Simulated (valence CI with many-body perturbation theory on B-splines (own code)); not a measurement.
The numbers below are computed, except where a source is named.
## Energy levels of Ru37+

Method: configuration interaction combined with many-body perturbation theory (CI+MBPT): five valence electrons over a frozen Dirac-Fock core [He], a basis of 9 s, 9 p, 8 d, 6 f, 3 g, 1 h functions for each j, with the one-electron correlation potential Σ1 (screened to all orders), the two-electron term Σ2, the three-electron term Σ3, Breit, model QED; selected single and double excitations, second order for the rest, scaled by the run's own slope (own B-spline code, finite nucleus).

The last digits are not significant, and no measured levels were compared; by estimate large intervals hold to a few tenths of a per cent, small ones and those within an open d or f shell to about a per cent. Among the levels kept, up to 5100 cm⁻¹ of a level comes from second order outside the variational space, and about a tenth of that is noise between levels of different J, which matters for small intervals.

Levels 1 to 45 of 61, with energies above the lowest level, (2s^2 2p1/2^2 2p3/2) J=3/2. "Leading %" is the weight of the configuration and term that name the level; weights of strongly mixed levels are sums over their largest components and can fall short, so below about 35 % the name and the second component can differ from the true leading terms, or belong to a minority configuration. In the jj column 3d3/2^4 stands for four electrons in 3d with j = 3/2.

| No. | Configuration | Term | J | E (Ry) | Leading % | g | Leading jj |
| --- | --- | --- | --- | --- | --- | --- | --- |
| 1 | 2s²2p³ | ²P° | 3/2 | 0.00 | 43 | 1.419 | 2s^2 2p1/2^2 2p3/2 (98 %) |
| 2 | 2s²2p³ | ⁴S° | 3/2 | 9.05 | 51 | 1.415 | 2s^2 2p1/2 2p3/2^2 (98 %) |
| 3 | 2s²2p³ | ²D° | 5/2 | 10.28 | 100 | 1.188 | 2s^2 2p1/2 2p3/2^2 (100 %) |
| 4 | 2s²2p³ | ²P° | 1/2 | 11.94 | 99 | 0.650 | 2s^2 2p1/2 2p3/2^2 (99 %) |
| 5 | 2s²2p³ | ²P° | 3/2 | 21.04 | 55 | 1.267 | 2s^2 2p3/2^3 (98 %) |
| 6 | 2s2p⁴ | ⁴P | 5/2 | 21.16 | 81 | 1.512 | 2s 2p1/2^2 2p3/2^2 (97 %) |
| 7 | 2s2p⁴ | ²S | 1/2 | 24.85 | 51 | 2.230 | 2s 2p1/2^2 2p3/2^2 (93 %) |
| 8 | 2s2p⁴ | ⁴P | 3/2 | 24.93 | 35 | 1.280 | 2s 2p1/2^2 2p3/2^2 (90 %) |
| 9 | 2s2p⁴ | ⁴P | 3/2 | 31.65 | 64 | 1.443 | 2s 2p1/2 2p3/2^3 (93 %) |
| 10 | 2s2p⁴ | ²D | 5/2 | 33.49 | 81 | 1.264 | 2s 2p1/2 2p3/2^3 (97 %) |
| 11 | 2s2p⁴ | ²P | 1/2 | 35.36 | 55 | 1.488 | 2s 2p1/2 2p3/2^3 (88 %) |
| 12 | 2s2p⁴ | ²P | 3/2 | 36.24 | 59 | 1.110 | 2s 2p1/2 2p3/2^3 (97 %) |
| 13 | 2s2p⁴ | ²P | 1/2 | 45.75 | 41 | 1.582 | 2s 2p3/2^4 (93 %) |
| 14 | 2p⁵ | ²P° | 3/2 | 49.68 | 99 | 1.322 | 2p1/2^2 2p3/2^3 (99 %) |
| 15 | 2p⁵ | ²P° | 1/2 | 59.88 | 99 | 0.650 | 2p1/2 2p3/2^4 (99 %) |
| 16 | 2s²2p²3s | ⁴P | 1/2 | 216.00 | 52 | 2.048 | 2s^2 2p1/2^2 3s (98 %) |
| 17 | 2s²2p²3p | ⁴D° | 1/2 | 219.67 | 42 | 0.663 | 2s^2 2p1/2^2 3p1/2 (98 %) |
| 18 | 2s²2p²3p | ²P° | 3/2 | 223.08 | 27 | 1.338 | 2s^2 2p1/2^2 3p3/2 (97 %) |
| 19 | 2s²2p²3s | ⁴P | 3/2 | 225.26 | 88 | 1.677 | 2s^2 2p1/2 2p3/2 3s (99 %) |
| 20 | 2s²2p²3s | ²P | 1/2 | 225.69 | 68 | 1.283 | 2s^2 2p1/2 2p3/2 3s (99 %) |
| 21 | 2s²2p²3s | ²D | 5/2 | 226.24 | 56 | 1.357 | 2s^2 2p1/2 2p3/2 3s (97 %) |
| 22 | 2s²2p²3s | ²D | 3/2 | 226.56 | 59 | 1.006 | 2s^2 2p1/2 2p3/2 3s (98 %) |
| 23 | 2s²2p²3d | ⁴F | 3/2 | 226.86 | 37 | 0.780 | 2s^2 2p1/2^2 3d3/2 (98 %) |
| 24 | 2s²2p²3d | ²D | 5/2 | 228.19 | 28 | 1.201 | 2s^2 2p1/2^2 3d5/2 (96 %) |
| 25 | 2s²2p²3p | ⁴P° | 1/2 | 228.91 | 43 | 1.687 | 2s^2 2p1/2 2p3/2 3p1/2 (98 %) |
| 26 | 2s²2p²3p | ⁴D° | 3/2 | 229.26 | 54 | 1.149 | 2s^2 2p1/2 2p3/2 3p1/2 (98 %) |
| 27 | 2s²2p²3p | ²F° | 5/2 | 229.99 | 41 | 1.111 | 2s^2 2p1/2 2p3/2 3p1/2 (98 %) |
| 28 | 2s²2p²3p | ²P° | 3/2 | 231.30 | 37 | 1.392 | 2s^2 2p1/2 2p3/2 3p1/2 (94 %) |
| 29 | 2s²2p²3p | ⁴D° | 5/2 | 231.89 | 51 | 1.428 | 2s^2 2p1/2 2p3/2 3p3/2 (96 %) |
| 30 | 2s²2p²3p | ⁴P° | 1/2 | 232.18 | 38 | 1.714 | 2s^2 2p1/2 2p3/2 3p3/2 (98 %) |
| 31 | 2s²2p²3p | ²D° | 3/2 | 232.53 | 50 | 1.203 | 2s^2 2p1/2 2p3/2 3p3/2 (96 %) |
| 32 | 2s²2p²3p | ²F° | 7/2 | 232.95 | 56 | 1.257 | 2s^2 2p1/2 2p3/2 3p3/2 (98 %) |
| 33 | 2s²2p²3p | ²P° | 3/2 | 233.32 | 42 | 1.366 | 2s^2 2p1/2 2p3/2 3p3/2 (93 %) |
| 34 | 2s²2p²3p | ²D° | 5/2 | 233.91 | 52 | 1.193 | 2s^2 2p1/2 2p3/2 3p3/2 (93 %) |
| 35 | 2s²2p²3p | ²P° | 1/2 | 234.69 | 83 | 0.685 | 2s^2 2p1/2 2p3/2 3p3/2 (96 %) |
| 36 | 2s2p³3s | ⁶S° | 5/2 | 235.55 | 48 | 1.733 | 2s 2p1/2^2 2p3/2 3s (83 %) |
| 37 | 2s²2p²3d | ⁴F | 3/2 | 236.17 | 41 | 0.940 | 2s^2 2p1/2 2p3/2 3d3/2 (95 %) |
| 38 | 2s²2p²3s | ⁴P | 5/2 | 236.26 | 51 | 1.382 | 2s^2 2p3/2^2 3s (87 %) |
| 39 | 2s²2p²3d | ⁴F | 5/2 | 236.31 | 52 | 1.018 | 2s^2 2p1/2 2p3/2 3d3/2 (87 %) |
| 40 | 2s²2p²3d | ⁴D | 1/2 | 236.38 | 80 | 0.223 | 2s^2 2p1/2 2p3/2 3d3/2 (99 %) |
| 41 | 2s²2p²3s | ²P | 3/2 | 236.70 | 49 | 1.147 | 2s^2 2p3/2^2 3s (94 %) |
| 42 | 2s2p³3s | ⁴S° | 3/2 | 236.81 | 42 | 1.601 | 2s 2p1/2^2 2p3/2 3s (88 %) |
| 43 | 2s²2p²3d | ⁴F | 7/2 | 236.85 | 63 | 1.251 | 2s^2 2p1/2 2p3/2 3d5/2 (85 %) |
| 44 | 2s²2p²3d | ²F | 7/2 | 237.12 | 42 | 1.137 | 2s^2 2p1/2 2p3/2 3d3/2 (75 %) |
| 45 | 2s²2p²3d | ²F | 5/2 | 237.38 | 38 | 1.206 | 2s^2 2p1/2 2p3/2 3d5/2 (56 %) |

Where two levels of one J and parity lie close, their mixing, g and order are uncertain.

The ionisation energy to 2s²2p² ³P0 of the next ion comes out as 5323.6 eV (NIST: 5330 ± 40 eV (semi-empirical)). All 61 levels together are meant to be complete up to 241.84 Ry.
